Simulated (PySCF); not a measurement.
Be₂O, SMILES [Be][O][Be] (connectivity only; charge and spin as stated), neutral, multiplicity 1.

The structure is a stationary point at PBE-D3(BJ)/def2-TZVPD. The geometry has at least one imaginary mode, so it is a saddle point at that level.

Calculation: PBE-D3(BJ)/def2-TZVPD (PySCF).

Frequencies are harmonic and unscaled.

Modes within 1.5 cm⁻¹ of each other (mostly degenerate sets) share a row, with their intensities summed.

Computed harmonic wavenumbers and intensities:
```json
[
 {"mode": "1–2", "ν (cm⁻¹)": "108i", "IR (km/mol)": "5.7", "moving atoms (share of kinetic energy)": "O 53 %, Be 47 %"},
 {"mode": "3", "ν (cm⁻¹)": "987", "IR (km/mol)": "0.0", "moving atoms (share of kinetic energy)": "Be 100 %"},
 {"mode": "4", "ν (cm⁻¹)": "1321", "IR (km/mol)": "147.6", "moving atoms (share of kinetic energy)": "O 53 %, Be 47 %"}
]
```
